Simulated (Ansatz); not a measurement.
Reaction (cleavage of the Si–Si bond): `[SiH3][SiH2][SiH2][SiH2][GeH3]` + NH₃ → `N[SiH2][SiH2][SiH3]` + `[SiH3][GeH3]`

Isolated molecules relaxed with PBE0-D4/def2-TZVP in Ansatz; ΔE leaves out vibrations. CCSD(T)/CBS adds triple-zeta CCSD(T) − MP2 to the extrapolated MP2 energy (def2 sets, frozen cores). This one scheme is used for every species. Functionals use def2-TZVPP. For Ge outer-core shells are correlated without core-valence functions, which leaves a few kJ/mol of doubt a bond. Scalar relativity is left out up to krypton. One conformer a species, not always the lowest.

`[SiH3][SiH2][SiH2][SiH2][GeH3]`:

Cartesian coordinates in Å:
```
Si 0.466 1.638 2.024
Si 0.927 1.718 -0.267
Si -0.880 0.831 -1.458
Si -1.424 -1.246 -0.535
Ge 0.537 -2.584 -0.355
H 1.580 2.215 2.822
H -0.778 2.399 2.317
H 0.263 0.224 2.440
H 2.138 0.897 -0.551
H 1.205 3.121 -0.687
H -2.043 1.759 -1.370
H -0.522 0.660 -2.894
H -2.440 -1.954 -1.364
H -1.993 -1.041 0.826
H 1.199 -2.748 -1.734
H 0.213 -3.981 0.199
H 1.550 -1.910 0.586
```

NH₃:

```xyz
4

N    -0.073    0.020   -0.271
H     0.731   -0.583   -0.141
H     0.166    0.923    0.119
H    -0.823   -0.360    0.293
```

`N[SiH2][SiH2][SiH3]`:

Cartesian coordinates in Å:
```
N -0.116 2.678 0.741
Si 0.444 1.052 0.845
Si -0.706 -0.280 -0.697
Si 0.112 -2.470 -0.648
H -0.180 3.127 -0.158
H 0.143 3.341 1.455
H 0.182 0.574 2.230
H 1.908 0.854 0.601
H -0.518 0.271 -2.072
H -2.168 -0.284 -0.406
H -0.058 -3.048 0.713
H 1.562 -2.481 -0.984
H -0.606 -3.336 -1.621
```

`[SiH3][GeH3]`:

Z-matrix (Å, degrees):
```
Si
Ge 1 2.378
H 1 1.487 2 110.1
H 1 1.487 2 110.1 3 -120.0
H 1 1.487 2 110.1 3 120.0
H 2 1.538 1 110.6 3 179.7
H 2 1.538 1 110.6 3 -60.3
H 2 1.538 1 110.6 3 59.7
```

| level | ΔE (kJ/mol) |
| --- | --- |
| PBE-D4 | -1.7 |
| r2SCAN-D4 | -15.3 |
| r2SCAN | -18.6 |
| CCSD/def2-TZVPP | -23.5 |

(1) What does CCSD(T)/CBS give? (Estimate.)

Largest T1 diagnostic among the species: 0.013.

Results:

(1) Ansatz gave: -17.1 kJ/mol. The listed levels differ from it by 15.4, 1.8, -1.5, -6.4 kJ/mol.

From PBE to PBE0 (25 % exact exchange), in def2-TZVPP and without D4, ΔE moves by −3.9 kJ/mol. In def2-TZVPP, CCSD(T) changes the Hartree–Fock value by +33.3 kJ/mol (the triples alone add +5.4 kJ/mol) and MP2 by +30.2 kJ/mol. The D4 term adds +16.1 kJ/mol with B3LYP and +9.8 kJ/mol with PBE0; it sums over pairs of atoms, weighted by their polarisabilities, and B3LYP, whose exchange is more repulsive, gets the larger term.

B3LYP here is the variant with VWN-RPA as its local correlation; programs differ in this.
